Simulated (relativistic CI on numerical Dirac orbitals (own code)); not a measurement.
Crystal-field levels of V2+, 3d3

Calculated by Dirac-Coulomb-Breit CI, separate exchange-only KLI orbitals for each configuration, QED by a radiative potential, valence Slater integrals scaled by 0.75, one configuration in a parametric crystal field (own radial code).

Field parameters in Wybourne normalisation: D3d B²₀ = −7Dσ, B⁴₀ = −14Dq − 21Dτ, B⁴₃ = −14√(10/7) Dq. The field is a parameter set, without covalency.

S and J are read from ⟨S²⟩ = S(S + 1) and ⟨J²⟩ = J(J + 1) of each level; they are not fictitious spins.

D3d, 10Dq = 19800, Dσ = -1200, Dτ = 0 cm⁻¹, the lowest 16 levels:

```
E (cm⁻¹)  Degeneracy  Irrep     S     J
     0.0           2     Γ4  1.50  3.47
     0.9           2  Γ5+Γ6  1.50  3.48
   12584           2     Γ4  0.50  3.98
   12665           2  Γ5+Γ6  0.50  3.81
   13500           2     Γ4  0.50  3.86
   13508           2  Γ5+Γ6  0.50  4.34
   14331           2     Γ4  0.50  3.86
   18995           2     Γ4  1.49  3.32
   19018           2     Γ4  1.50  3.39
   19038           2  Γ5+Γ6  1.50  3.49
   19060           2     Γ4  1.50  3.58
   19674           2     Γ4  0.52  3.53
   21185           2  Γ5+Γ6  1.48  3.48
   21201           2     Γ4  1.50  3.50
   21803           2  Γ5+Γ6  0.54  3.58
   21959           2     Γ4  0.51  3.91
```

Principal g values of the ground doublet: 1.99, 3.96, 3.96.

D3d, 10Dq = 19800, Dσ = -980, Dτ = 0 cm⁻¹, the lowest 16 levels:

| E (cm⁻¹) | Degeneracy | Irrep | S | J |
| --- | --- | --- | --- | --- |
| 0.0 | 2 | Γ4 | 1.50 | 3.48 |
| 0.7 | 2 | Γ5+Γ6 | 1.50 | 3.48 |
| 12826 | 2 | Γ4 | 0.50 | 3.98 |
| 12890 | 2 | Γ5+Γ6 | 0.50 | 3.87 |
| 13602 | 2 | Γ4 | 0.50 | 3.87 |
| 13609 | 2 | Γ5+Γ6 | 0.50 | 4.29 |
| 14266 | 2 | Γ4 | 0.50 | 3.88 |
| 19160 | 2 | Γ4 | 1.49 | 3.32 |
| 19184 | 2 | Γ4 | 1.50 | 3.40 |
| 19205 | 2 | Γ5+Γ6 | 1.50 | 3.50 |
| 19229 | 2 | Γ4 | 1.50 | 3.60 |
| 19821 | 2 | Γ4 | 0.52 | 3.55 |
| 20898 | 2 | Γ5+Γ6 | 1.47 | 3.48 |
| 20916 | 2 | Γ4 | 1.49 | 3.51 |
| 21437 | 2 | Γ5+Γ6 | 0.55 | 3.57 |
| 21576 | 2 | Γ4 | 0.51 | 3.89 |

Principal g values of the ground doublet: 1.98, 3.96, 3.96.

D3d, 10Dq = 19800, Dσ = -760, Dτ = 0 cm⁻¹, the lowest 16 levels:

```csv
E (cm⁻¹),Degeneracy,Irrep,S,J
0.0,2,Γ4,1.50,3.48
0.6,2,Γ5+Γ6,1.50,3.48
13016,2,Γ4,0.50,3.97
13064,2,Γ5+Γ6,0.50,3.92
13709,2,Γ4,0.50,3.89
13713,2,Γ5+Γ6,0.50,4.23
14201,2,Γ4,0.50,3.90
19315,2,Γ4,1.49,3.33
19339,2,Γ4,1.50,3.40
19362,2,Γ5+Γ6,1.50,3.51
19386,2,Γ4,1.50,3.61
19971,2,Γ4,0.52,3.57
20626,2,Γ5+Γ6,1.47,3.49
20643,2,Γ4,1.49,3.51
21119,2,Γ5+Γ6,0.55,3.56
21240,2,Γ4,0.51,3.87
```

Principal g values of the ground doublet: 1.98, 3.96, 3.96.

The free-ion ground term has S = 3/2. Every field shown keeps that spin.

Levels of this model without a field, named by their leading LS term (the scale mimics covalency, so terms lie below those of the real free ion): ⁴F3/2 0, ⁴F5/2 130, ⁴F7/2 307, ⁴F9/2 526, ⁴P1/2 10983, ²G7/2 11046, ⁴P3/2 11054, ⁴P5/2 11216 cm⁻¹.
